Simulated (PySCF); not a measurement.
## Calculated NMR parameters of CCC(C)(C)P=C(C)C

| Property | Result |
| --- | --- |
| Formula | C8H17P |
| SMILES | CCC(C)(C)P=C(C)C |
| Point group of the computed structure | C1 |
| Carbon signals | 7 |
| Proton signals | 5 |

Atoms are numbered as in `[CH3:1][CH2:2][C:3]([CH3:4])([CH3:5])[P:6]=[C:7]([CH3:8])[CH3:9]`; H(Xn) means a hydrogen on atom n.

- geometry from GFN2-xTB
- NMR shieldings at PBE0/pcSseg-1/GIAO
- run in PySCF 2.14.0 with density-fitted response routines
- isolated molecule, one conformer, non-relativistic, fast rotation and ring inversion assumed for equivalent nuclei

Scale: TMS for 1H and 13C; 31P vs H3PO4 (reference shieldings calculated alike).

| carbon | δC, type | δH (multiplicity) | HMBC from (2–3 bonds) | span of the C tensor (ppm) |
| --- | --- | --- | --- | --- |
| C1 | 13.7, CH3 | 1.14 (t) | H(C2) | 22 |
| C2 | 38.1, CH2 | 1.76 (m) | H(C4)/H(C5), H(C1) | 39 |
| C3 | 43.6, C | – | H(C2), H(C4)/H(C5), H(C1) | 30 |
| C4/C5 | 30.2, CH3 | 1.28 (m) | H(C2), H(C4)/H(C5) | 46 |
| C7 | 208.3, C | – | H(C9), H(C8) | 391 |
| C8 | 33.9, CH3 | 2.36 (m) | H(C9) | 47 |
| C9 | 29.0, CH3 | 2.56 (m) | H(C8) | 37 |

Other nuclei:
```csv
atoms,nucleus,environment,δ (ppm),σ (ppm)
P6,31P,phosphorus bonded to 2 C,303.2,15.1
```

1. δC 208.3: carbon double-bonded to a heavier main-group atom.
2. δC 43.6: fully substituted sp3 carbon bonded to P.
3. δC 38.1: sp3 CH2; a saturated carbon with 2 carbon neighbours and no heteroatom attached.
4. δC 33.9, 30.2, 29.0, 13.7: methyl carbon; a saturated carbon with 1 carbon neighbour and no heteroatom attached.
5. δH 2.56, 2.36, 1.28, 1.14: hydrogen on a methyl carbon.

Splittings by 31P in the carbon and heteronuclear signals aren't shown, as no couplings were computed. Shifts are as computed. Against solution values, carbons near 30 ppm lie about +3 ppm off and those near 130 ppm about +5 ppm. Of 1211 compounds with measured shifts, 218 miss one by over three times the rms of a fit or turn the order of signals round; such compounds aren't used in these exercises. Experimental scales use liquid or dissolved standards, which lie at an offset from isolated H3PO4. Multiplicities follow the n + 1 count of equivalent neighbours, as no J values were calculated; m marks all less simple cases, F and P coupling included.
